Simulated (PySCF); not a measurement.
Vertical excitations of a molecule C4H8Ge from PySCF 2.14.0 with TDA-PBE/def2-SVPD, as energy in eV (oscillator strength): 5.37 (0.033), 5.42 (0.000), 5.97 (0.054), 6.10 (0.003), 6.49 (0.007), 6.54 (0.109), 6.69 (0.163), 6.79 (0.002), 6.91 (0.013), 6.94 (0.004). Lowest triplet (TDA): 4.29 eV. The structure is a stationary point at r2SCAN-D4/def2-SVP. The values are those of a single conformer.

Task: Pick the molecule that these values belong to.
A. C=C=[CH][GeH2][CH3]
B. C=[C]1C[CH2][GeH2]1
C. C=[CH][GeH2][CH]=C
D. C[C]1=C[CH2][GeH2]1

Result: C, C=[CH][GeH2][CH]=C
